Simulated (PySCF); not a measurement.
Molfile (atoms numbered from 1):
```
C3H10OSi2
     RDKit          3D

 16 15  0  0  0  0  0  0  0  0999 V2000
    3.0597   -0.2386    0.4508 C   0  0  0  0  0  0  0  0  0  0  0  0
    2.0943    0.5594    0.8685 C   0  0  0  0  0  0  0  0  0  0  0  0
    0.8705    0.6793    0.3324 O   0  0  0  0  0  0  0  0  0  0  0  0
    0.1702   -0.0337   -0.9572 Si  0  0  0  0  0  4  0  0  0  0  0  0
   -1.5768    0.6824   -0.9089 C   0  0  0  0  0  0  0  0  0  0  0  0
   -2.5927    0.2442    0.6342 Si  0  0  0  0  0  4  0  0  0  0  0  0
    4.0080   -0.2645    0.9528 H   0  0  0  0  0  0  0  0  0  0  0  0
    2.9256   -0.8824   -0.3999 H   0  0  0  0  0  0  0  0  0  0  0  0
    2.2221    1.2136    1.7244 H   0  0  0  0  0  0  0  0  0  0  0  0
    0.1746   -1.4940   -0.8196 H   0  0  0  0  0  0  0  0  0  0  0  0
    0.8893    0.3261   -2.1865 H   0  0  0  0  0  0  0  0  0  0  0  0
   -2.1039    0.3299   -1.7941 H   0  0  0  0  0  0  0  0  0  0  0  0
   -1.5244    1.7671   -1.0005 H   0  0  0  0  0  0  0  0  0  0  0  0
   -3.9135    0.8774    0.5306 H   0  0  0  0  0  0  0  0  0  0  0  0
   -1.9396    0.7192    1.8543 H   0  0  0  0  0  0  0  0  0  0  0  0
   -2.7711   -1.2090    0.7074 H   0  0  0  0  0  0  0  0  0  0  0  0
  1  2  2  0
  2  3  1  0
  3  4  1  0
  4  5  1  0
  5  6  1  0
  1  7  1  0
  1  8  1  0
  2  9  1  0
  4 10  1  0
  4 11  1  0
  5 12  1  0
  5 13  1  0
  6 14  1  0
  6 15  1  0
  6 16  1  0
M  END
```

Geometry: GFN2-xTB; GIAO absolute shieldings from PySCF, gas phase, non-relativistic, averaged over equivalent atoms.

At OLYP/ANO-RCC-VDZP (142 basis functions, 3.5 min wall time on 1 thread of an Intel Xeon, shared host):
```json
{"atoms": "C2", "σ (ppm)": "43.3"}
{"atoms": "C1", "σ (ppm)": "103.4"}
{"atoms": "C5", "σ (ppm)": "191.6"}
{"atoms": "O3", "σ (ppm)": "218.7"}
{"atoms": "Si4", "σ (ppm)": "421.4"}
{"atoms": "Si6", "σ (ppm)": "471.4"}
{"atoms": "H9", "σ (ppm)": "24.88"}
{"atoms": "H10/H11", "σ (ppm)": "26.39"}
{"atoms": "H7", "σ (ppm)": "27.50"}
{"atoms": "H8", "σ (ppm)": "27.60"}
{"atoms": "H14/H15/H16", "σ (ppm)": "27.68"}
{"atoms": "H12/H13", "σ (ppm)": "31.71"}
```

What do these become at PBE0/pcSseg-1?

Answers


```tsv
atoms	σ at PBE0/pcSseg-1	change
C2	30.3	-13.0
C1	92.2	-11.2
C5	196.2	+4.6
O3	223.7	+5.0
Si4	373.5	-47.9
Si6	424.1	-47.3
H9	25.04	+0.16
H10/H11	26.55	+0.16
H7	27.31	-0.19
H8	27.34	-0.26
H14/H15/H16	27.66	-0.02
H12/H13	31.89	+0.18
```

The largest change is at Si4 (silicon bonded to C, O, 2 H). Cost: 166 basis functions, 23 s wall time on 1 thread of an Arm Neoverse V1, shared host. The order of the carbon signals is the same at both levels.
